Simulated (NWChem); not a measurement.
# TaOCl₂, doublet; SMILES [O]=[Ta]([Cl])[Cl]

In the optimisation the excess spin sits in a' (Cs, its own frame). The spin multiplicity was typed, not searched, and may not be the lowest. def2 effective core potentials on Ta; no spin-orbit coupling.

### Question
Give the equilibrium geometry at PBE0/def2-SVP with def2 effective core potentials on Ta, spin-unrestricted (NWChem) as a Z-matrix, with the point group.

### Answer
point group C2v; any orientation.
```
Ta
O 1 1.7050
Cl 1 2.3079 2 113.81
Cl 1 2.3079 2 113.81 3 180.00
```
